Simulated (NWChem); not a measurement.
PbHBr, singlet; SMILES [Br][PbH]

All runs: NWChem. Medium grid unless said otherwise, to which SCAN and Minnesota functionals are sensitive. Low-valent species are run as closed-shell singlets; no triplet was tried in these runs. All runs use the structure optimised with PBE0/def2-SVP. def2 effective core potentials on Pb; no spin-orbit coupling.

Problem. Predict the results for MN15/def2-TZVP. Quantities: highest occupied level (eV); orbital gap (eV); dipole (D).

Solution. 
```yaml
highest occupied level (eV): -7.68
orbital gap (eV): 4.96
dipole (D): 4.01
```
